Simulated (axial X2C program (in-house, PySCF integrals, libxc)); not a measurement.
**ZrAs: from the spin-free to the two-component result**

Computed with an in-house all-electron X2C program for linear molecules (integrals from PySCF). Spin-free means the one-electron spin-free X2C Hamiltonian; two-component (2c) means X2C with spin–orbit coupling and atomic mean-field two-electron Coulomb and Gaunt terms, so the difference of the two also holds small scalar two-electron terms. Basis: Zr dyall-v3z [11s12p9d4f2g], As dyall-v3z [9s9p6d1f] (cores contracted in-house); Gaussian nuclei, density fitting, unrestricted open shells. Masses: Zr 89.905 u, As 74.922 u.

Spin-free state: M_S = 1/2, Λ = 2 (beyond evenly filled blocks: δ+α); fragments Zr + As.

```csv
level,Re (Å),ωe (cm⁻¹),De (eV),μ (D)
PBE0,2.329,338.3,2.972,-6.37
HF,2.610,199.8,n/a,-3.21
B3LYP,2.343,345.7,2.924,-6.08
```

Dipoles are positive if As is the positive end.

Q: Within this multiplet, which Ω should lie lowest by the rule for regular and inverted multiplets?

A: The open δ shell holds one electron, so the multiplet is regular: Ω = Λ − 1/2 = 3/2. The PBE0 2c search puts Ω = 5/2 lowest instead, through mixing with other states or the limits of one determinant.

Two-component determinant lowest at the distance of the search:

Ω = 5/2 (⟨Sz⟩ = 0.50, ⟨Lz⟩ = 2.00 at PBE0); fragments Zr + As.

```
level  Re (Å)  ωe (cm⁻¹)  μ (D)
 PBE0   2.329      337.4  -6.34
   HF   2.612      200.9  -3.27
B3LYP   2.344      344.7  -6.05
```

Q: From the two tables, how do the constants change at the PBE0 level (2c against spin-free)?

A: At the PBE0 level Re is unchanged within 0.001 Å and ωe falls by 0.9 cm⁻¹.

The state is one determinant whose occupation by symmetry is held fixed; it was picked as the lowest of a PBE0 search that is not exhaustive. De is counted from the lowest determinant-based energies of the atoms at the same level, without counterpoise correction. De is not given where an atomic determinant may have missed its ground term or J level, or where the truncated virtual space spoils (T). Density functionals use the spin component along the axis (collinear). Without a current term, density functionals place determinants with orbital angular momentum somewhat too high. The determinant is spin-polarised beyond a pure state at some levels (its spin-free form has ⟨S²⟩ too high), which makes Re and μ there less reliable. Under one Hamiltonian the search converged a single determinant, so lower ones may well exist.
